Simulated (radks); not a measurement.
Q: Radial electron density D(r) = 4 pi r^2 rho(r) of an atom or ion with 59 electrons. Method: non-relativistic Kohn-Sham, PBE, spin-polarised, spherical densities, point nucleus; computed with a radial shooting solver on a logarithmic mesh with Libxc functionals.

| r (bohr) | D(r) (e/bohr) | spin D(r) |
|---|---|---|
| 0.004037 | 18.54 | 0.0000427 |
| 0.005515 | 29.08 | 0.0000661 |
| 0.007475 | 42.46 | 0.0000943 |
| 0.01021 | 57.64 | 0.000122 |
| 0.01395 | 70.16 | 0.000135 |
| 0.01906 | 74.83 | 0.000116 |
| 0.02604 | 70.69 | 0.0000606 |
| 0.03557 | 66.79 | -0.0000507 |
| 0.0486 | 76.51 | -0.000445 |
| 0.06639 | 95.56 | -0.00184 |
| 0.0907 | 97.32 | -0.00377 |
| 0.1239 | 79.57 | 0.00604 |
| 0.1693 | 79.66 | 0.0803 |
| 0.2313 | 85.46 | 0.348 |
| 0.3134 | 54.99 | 0.958 |
| 0.4282 | 32.49 | 1.93 |
| 0.585 | 38.93 | 2.73 |
| 0.7991 | 27.07 | 2.69 |
| 1.092 | 11.98 | 1.95 |
| 1.492 | 8.097 | 1.03 |
| 2.038 | 4.466 | 0.349 |
| 2.784 | 1.441 | 0.0844 |
| 3.803 | 0.6762 | 0.0218 |
| 5.195 | 0.4339 | -0.00190 |
| 7.098 | 0.1385 | -0.00434 |
| 9.697 | 0.01772 | -0.00109 |
| 13.25 | 0.0007080 | -0.0000697 |

What is the nuclear charge?

A: Z = 59. The innermost maximum, from 1s, lies near 1/Z = 0.0169 bohr (found: 0.0189), and its height grows with Z. The density is that of neutral praseodymium in [Xe] 4f3 6s2; the configuration itself is not fixed sharply by these data, and Z only to a few units. D(r) has 4 maxima, at r = 0.0189, 0.0792, 0.213, 0.594 bohr, and minima at 0.0347, 0.144, 0.432 bohr, inside which lie 1.99, 11.41, 29.16 electrons.
